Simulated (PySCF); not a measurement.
Isomers of C8H9P, from PBE0-D3(BJ)/def2-SVP geometry optimisation, gas phase (PySCF 2.14.0). One conformer each, no zero-point energy, no frequencies.

Question: Which is lower in electronic energy at this level?
A. `[CH2:1]=[CH:2][c:3]1[cH:4][cH:5][c:6]([CH3:7])[cH:8][p:9]1` with C1–C2–C3–C4 3°: A = 3053, B = 935.2, C = 719.2 MHz, dipole 2.00 D
B. `[CH:1]#[C:2][CH2:3][P:4]1[C:5]([CH3:6])=[C:7]1[CH:8]=[CH2:9]` with C2–C3–P4–C5 135°, C5–C7–C8–C9 -171°: A = 1764, B = 1068, C = 739.7 MHz, dipole 2.24 D

Answer: A. That is `C=Cc1ccc(C)cp1`, 81.2 kcal/mol below the other.

| SMILES | mapped SMILES | E (Eh) | relative (kcal/mol) | relative (kJ/mol) | dipole (D) |
| --- | --- | --- | --- | --- | --- |
| C=Cc1ccc(C)cp1 | [CH2:1]=[CH:2][c:3]1[cH:4][cH:5][c:6]([CH3:7])[cH:8][p:9]1 | -650.77933 | 0.0 | 0.0 | 2.00 |
| C#CCP1C(C)=C1C=C | [CH:1]#[C:2][CH2:3][P:4]1[C:5]([CH3:6])=[C:7]1[CH:8]=[CH2:9] | -650.64991 | 81.2 | 339.8 | 2.24 |

As drawn, the lower has an aromatic ring, which the higher lacks; the higher has a three-membered ring and a C≡C bond, which the lower lacks.
